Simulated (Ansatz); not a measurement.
Z-matrix (Å, degrees):
```
C
N 1 1.448
C 1 1.517 2 112.7
H 1 1.092 2 107.3 3 -121.6
H 1 1.097 2 109.8 3 122.5
B 2 1.383 1 127.1 3 117.0
H 2 1.009 1 113.6 3 -61.7
H 3 1.094 1 111.1 2 59.7
H 3 1.092 1 110.7 2 -60.3
H 3 1.093 1 110.7 2 179.3
H 6 1.197 2 118.9 1 -179.2
H 6 1.199 2 118.9 1 0.9
```

The species carries charge 0 and has multiplicity 1.

Problem. List the PBE/def2-TZVPP orbital energies in eV (Ansatz 0.2.0). (Estimate.)

Solution. Ansatz gave: Occupied: -380.75, -269.83, -268.85, -176.16, -22.48, -18.42, -15.38, -13.27, -11.88, -10.79, -10.19, -9.35, -9.01, -8.43, -7.37, -6.60. Lowest empty: -0.70, 0.22, 1.05, 1.55, 1.94, 2.18, 2.40, 2.65.
